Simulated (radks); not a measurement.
Valence configurations of neutral carbon (all share [He]). Calculated with a radial shooting solver on a logarithmic mesh with Libxc functionals: scalar-relativistic Kohn-Sham, BLYP, spin-polarised, spherical densities, finite nucleus; open shells are filled with parallel spins first; Fermi nuclear charge, rms radius 2.4702 fm. Energies are relative to 2s2 2p2; eigenvalues in eV for spin up.

valence      E (eV)  moment (Bohr magnetons)   e(2p)    e(2s)
2s2 2p2       0.000                        2  -5.919  -14.385
2s1.5 2p2.5   2.690                        3  -6.255  -14.789
2s1 2p3       4.674                        4  -6.491  -15.087
2p4          16.693                        2  -6.883        -

NIST lists [He] 2s2 2p2 as the ground configuration; this level of theory agrees among the configurations tried. The energies are those of spherical high-spin densities, not of single terms.
